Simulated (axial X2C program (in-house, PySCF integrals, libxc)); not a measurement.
## KP⁺: cheaper levels and CCSD(T), two-component

All values were computed with an in-house all-electron X2C program for linear molecules (integrals from PySCF). Two-component (2c) means X2C with spin–orbit coupling and atomic mean-field two-electron Coulomb and Gaunt terms. Basis: K dyall-cv3z [11s12p6d3f], P dyall-v3z [8s7p2d1f] (cores contracted in-house); Gaussian nuclei, density fitting, unrestricted open shells. Masses: K 38.964 u, P 30.974 u.

State: Ω = 3/2 (⟨Sz⟩ = 1.50, ⟨Lz⟩ = 0.00 at HF); fragments K+ + P.

```
level  Re (Å)  ωe (cm⁻¹)  De (eV)
 PBE0   3.493       84.5    0.151
   HF   3.681       70.4    0.102
  MP2   3.495       86.0    0.143
 CCSD   3.523       83.7    0.152
  PBE   3.491       85.4    0.167
```

Correlated methods: 13 electrons correlated (number of frozen shells: K 2 s, 1 p; P 2 s, 1 p), 209 virtual spin orbitals or spinors in MP2, 90 natural virtuals in coupled cluster.

CCSD(T), same Hamiltonian and basis:

Re = 3.508 Å, ωe = 85.2 cm⁻¹, De = 0.14 eV; T1 = 0.003 (Lee–Taylor normalisation).

(1) Give the differences from CCSD(T) in the columns below.

The state is a single determinant with fixed occupations, the lowest that a limited PBE0 search found. Dissociation energies refer to the lowest single-determinant-based atoms at the same level and basis. Density functionals use the spin component along the axis (collinear). Coupled cluster ran in a truncated set of natural virtual spinors; the MP2 energy of the rest was added. (T) has no such correction and the atoms are truncated less, which lowers De at CCSD(T) by a hundredth of an eV or more. With several unpaired electrons one determinant need not be a pure state. This is the top spin component of a Σ state; components of lower Ω are not single determinants and can lie lower. The bond is weak, and without diffuse functions and with truncated virtuals even CCSD(T) can be tens of per cent off in De.

Answers

(1) 

```json
{"level": "PBE0", "ΔRe (Å)": "-0.015", "Δωe (cm⁻¹)": "-0.7"}
{"level": "HF", "ΔRe (Å)": "0.173", "Δωe (cm⁻¹)": "-14.8"}
{"level": "MP2", "ΔRe (Å)": "-0.013", "Δωe (cm⁻¹)": "0.8"}
{"level": "CCSD", "ΔRe (Å)": "0.015", "Δωe (cm⁻¹)": "-1.5"}
{"level": "PBE", "ΔRe (Å)": "-0.017", "Δωe (cm⁻¹)": "0.2"}
```
